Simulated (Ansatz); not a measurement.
Reaction: C2H5N (N-methylmethanimine, SMILES C=NC) → C2H4N (SMILES [CH]=NC, doublet) + H (doublet) (the C-H bond breaks)
Each species at its own B3LYP-D3(BJ)/def2-TZVP minimum (Ansatz, a quantum-chemistry and plane-wave program).

Quantity: bond dissociation energy (electronic), in kcal/mol. Radicals and triplets start from unrestricted determinants; spin-orbit coupling is neglected. CBS(X,Y): correlation extrapolated as X^-3, Hartree-Fock from the larger set. A bracket is a step between two methods taken in the basis named. Functionals run without relativity, which enters their misses. Double hybrids freeze cores in their MP2 part. 'core' is core correlation in cc-pwCVTZ, 'X2C' scalar relativity in cc-pVTZ-DK, both at CCSD(T). Where a partner has so few electrons that a lower coupled-cluster level is exact, that level stands in. The UHF reference of C2H4N ([CH]=NC, doublet) is spin-contaminated (<S^2> up to 0.07 over the pure value in the sets run).

CCSD(T)/CBS(cc-pVTZ,cc-pVQZ) + [CCSDT(Q) - CCSD(T)]/cc-pVDZ + core + X2C (Ansatz) gives 103.9 kcal/mol.

**Question.** How far off this value is PBE/def2-TZVPD (Ansatz), in which direction, and how far these levels: r2SCAN/def2-TZVPD, B3LYP/def2-TZVPD, PBE0/def2-TZVPD, wB97M-V/def2-TZVPD, B2PLYP/def2-TZVPD, CCSD(T)/CBS(cc-pVTZ,cc-pVQZ) + core + X2C?

**Answer.** PBE gives 98.2 kcal/mol, 5.7 kcal/mol below it. Differences of the others: r2SCAN/def2-TZVPD (Ansatz) -4.8; B3LYP/def2-TZVPD (Ansatz) -3.3; PBE0/def2-TZVPD (Ansatz) -4.0; wB97M-V/def2-TZVPD (Ansatz) -0.7; B2PLYP/def2-TZVPD (Ansatz) -3.7; CCSD(T)/CBS(cc-pVTZ,cc-pVQZ) + core + X2C (Ansatz) 0.4 kcal/mol.
